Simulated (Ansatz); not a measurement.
Geometry optimisation, Ansatz 0.2.0, RKS PBE0/STO-3G.

The input (input.yaml):

```yaml
crystal:
  periodic: [false, false, false]
  atoms:
    - { symbol: B, position_ang: [0.951, 1.8951, -2.0015] }
    - { symbol: Si, position_ang: [1.5756, 1.0172, -0.4472] }
    - { symbol: Si, position_ang: [0.6658, -1.0262, -0.3684] }
    - { symbol: B, position_ang: [1.4314, -1.9217, 1.2247] }
    - { symbol: Al, position_ang: [-1.6439, -0.8439, -0.242] }
    - { symbol: C, position_ang: [-2.456, 0.1948, 1.2808] }
    - { symbol: H, position_ang: [0.1667, 1.3985, -2.729] }
    - { symbol: H, position_ang: [1.2849, 3.0633, -2.249] }
    - { symbol: H, position_ang: [1.2016, 1.7825, 0.8042] }
    - { symbol: H, position_ang: [3.0462, 0.9217, -0.5022] }
    - { symbol: H, position_ang: [1.0655, -1.7859, -1.535] }
    - { symbol: H, position_ang: [0.62, -2.2851, 2.0772] }
    - { symbol: H, position_ang: [2.4679, -2.0806, 1.3509] }
    - { symbol: H, position_ang: [-2.5988, -1.4799, -1.3293] }
    - { symbol: H, position_ang: [-3.1258, -0.505, 1.866] }
    - { symbol: H, position_ang: [-3.0334, 1.0664, 0.8989] }
    - { symbol: H, position_ang: [-1.6376, 0.5884, 1.941] }
basis:
  gaussian: { orbitals: STO-3G }
hamiltonian:
  xc: pbe0
relax:
  f_tol: 0.02
  max_steps: 40
```

Launched with:

```bash
$ ansatz run input.yaml --threads 1 --pin off --max-ram 2048MiB --backend cpu --events-out ev --progress --plain --runs-dir out
```

Task: Where does it end, and by what steps?

Result: The forces met the threshold. Limits of this set-up: minimal basis. After 18 steps the energy has fallen by 1.132 eV; H7 moved furthest, 1.35 Å.

```json
{"step": "0", "energy less start (eV)": "0.0000", "largest force component (eV/Å)": "6.492", "accepted": "yes"}
{"step": "1", "energy less start (eV)": "-0.7498", "largest force component (eV/Å)": "1.000", "accepted": "yes"}
{"step": "2", "energy less start (eV)": "-0.8292", "largest force component (eV/Å)": "0.691", "accepted": "yes"}
{"step": "3", "energy less start (eV)": "-0.8820", "largest force component (eV/Å)": "0.371", "accepted": "yes"}
{"step": "4", "energy less start (eV)": "-0.9406", "largest force component (eV/Å)": "0.163", "accepted": "yes"}
{"step": "5", "energy less start (eV)": "-0.9790", "largest force component (eV/Å)": "0.173", "accepted": "yes"}
{"step": "6", "energy less start (eV)": "-0.9969", "largest force component (eV/Å)": "0.623", "accepted": "yes"}
{"step": "7", "energy less start (eV)": "-1.0330", "largest force component (eV/Å)": "0.207", "accepted": "yes"}
{"step": "8", "energy less start (eV)": "-1.0622", "largest force component (eV/Å)": "0.123", "accepted": "yes"}
{"step": "9", "energy less start (eV)": "-1.0636", "largest force component (eV/Å)": "0.637", "accepted": "yes"}
{"step": "10", "energy less start (eV)": "-1.0778", "largest force component (eV/Å)": "0.517", "accepted": "yes"}
{"step": "11", "energy less start (eV)": "-1.0923", "largest force component (eV/Å)": "0.293", "accepted": "yes"}
{"step": "12", "energy less start (eV)": "-1.1204", "largest force component (eV/Å)": "0.122", "accepted": "yes"}
{"step": "13", "energy less start (eV)": "-1.1289", "largest force component (eV/Å)": "0.065", "accepted": "yes"}
{"step": "14", "energy less start (eV)": "-1.1306", "largest force component (eV/Å)": "0.064", "accepted": "yes"}
{"step": "15", "energy less start (eV)": "-1.1317", "largest force component (eV/Å)": "0.034", "accepted": "yes"}
{"step": "16", "energy less start (eV)": "-1.1319", "largest force component (eV/Å)": "0.038", "accepted": "yes"}
{"step": "17", "energy less start (eV)": "-1.1313", "largest force component (eV/Å)": "0.100", "accepted": "no"}
{"step": "18", "energy less start (eV)": "-1.1321", "largest force component (eV/Å)": "0.011", "accepted": "yes"}
```

```xyz
17
Properties=species:S:1:pos:R:3
B 0.911 2.030 -1.919
Si 1.563 1.146 -0.322
Si 0.738 -0.956 -0.357
B 1.381 -1.932 1.170
Al -1.553 -0.946 -0.201
C -2.444 0.101 1.123
H -0.179 2.463 -1.969
H 1.540 2.082 -2.908
H 1.083 1.802 0.874
H 3.006 1.119 -0.254
H 1.160 -1.592 -1.586
H 1.382 -1.457 2.242
H 1.717 -3.054 1.099
H -2.370 -1.771 -1.154
H -3.087 -0.523 1.754
H -3.101 0.846 0.659
H -1.766 0.642 1.789
```

Whether the end is a true minimum wasn't checked by a vibrational analysis.

The run took 83 s on 1 thread of Arm Neoverse V2 (shared host), peak memory 0.16 GiB.
